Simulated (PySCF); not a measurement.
# Steps of a relaxation of [Tb(NH2)2]+

[Tb(NH2)2]+ (singlet in the valence; each metal's 4f electrons, 8 of them, lie in its core potential, out of spins and levels). PySCF 2.14.0, RKS PBE0, Tb lcecp-1-SVP with ECP54, N def2-SVP, H def2-SVP; non-relativistic Hamiltonian with scalar-relativistic core potentials where named; density fitting; no spin-orbit coupling. Origin of the start: displaced along the imaginary mode. Columns: position (Å) and force (eV/Å). Energies are counted from the last step; some of the 18 steps are shown. Forces carry noise of the integration grid, about 0.01 to 0.03 eV/Å.

Run from Python with OMP_NUM_THREADS=2. Where DIIS fails, smearing, a level shift and second-order steps follow.
It took 87 s on 2 threads of Intel(R) Xeon(R) Platinum 8259CL CPU @ 2.50GHz (Skylake/Cascade Lake), on a shared host, from the converged density of the start.

```xyz
7
step 0  E = 0.533 eV
Tb    0.0000   -0.0036   -0.2086     0.00   -0.25   -0.01
N     1.7361    0.0231    0.9753     0.65    0.05    0.93
H     2.2980   -0.8270    1.2477    -0.49    1.15   -0.28
H     1.9979    0.7927    1.6461    -0.22   -1.07   -0.64
N    -1.7361    0.0231    0.9753    -0.65    0.05    0.93
H    -1.9979    0.7927    1.6461     0.22   -1.07   -0.64
H    -2.2980   -0.8270    1.2477     0.49    1.15   -0.28
```

```xyz
7
step 6  E = 0.079 eV
Tb    0.0000   -0.5145   -0.1198     0.00   -0.01    0.10
N     1.6529    0.0260    1.0224     0.34   -0.33   -0.06
H     2.5639   -0.4572    0.9955    -0.22    0.27   -0.07
H     1.7103    0.6755    1.8068    -0.06    0.07    0.08
N    -1.6529    0.0260    1.0224    -0.34   -0.33   -0.06
H    -1.7103    0.6755    1.8068     0.06    0.07    0.08
H    -2.5639   -0.4572    0.9955     0.22    0.27   -0.07
```

```xyz
7
step 11  E = 0.003 eV
Tb    0.0000   -0.7806    0.0352     0.00    0.05   -0.01
N     1.6582   -0.0162    1.0342     0.14   -0.14   -0.04
H     2.6532   -0.1851    0.8484    -0.13    0.06    0.03
H     1.6217    0.5785    1.8646    -0.01    0.05    0.01
N    -1.6582   -0.0162    1.0342    -0.14   -0.14   -0.04
H    -1.6217    0.5785    1.8646     0.01    0.05    0.01
H    -2.6532   -0.1851    0.8484     0.13    0.06    0.03
```

Question: Where does the relaxation end?

Answer: It converges at step 17 in C2v:
```xyz
7
step 17  E = 0
Tb    0.0000   -0.7899    0.0295
N     1.6550   -0.0334    1.0397
H     2.6517   -0.1616    0.8507
H     1.5996    0.5769    1.8597
N    -1.6550   -0.0334    1.0397
H    -1.5996    0.5769    1.8597
H    -2.6517   -0.1616    0.8507
```

Question: How did the contacts change?

Answer: 
| contact | start (Å) | end (Å) |
| --- | --- | --- |
| Tb1–N2 (NH2) | 2.101 | 2.081 |
| Tb1–N5 (NH2) | 2.101 | 2.081 |


An lcecp potential fixes the number of 4f electrons, so in runs with it no electron can move into or out of that shell.
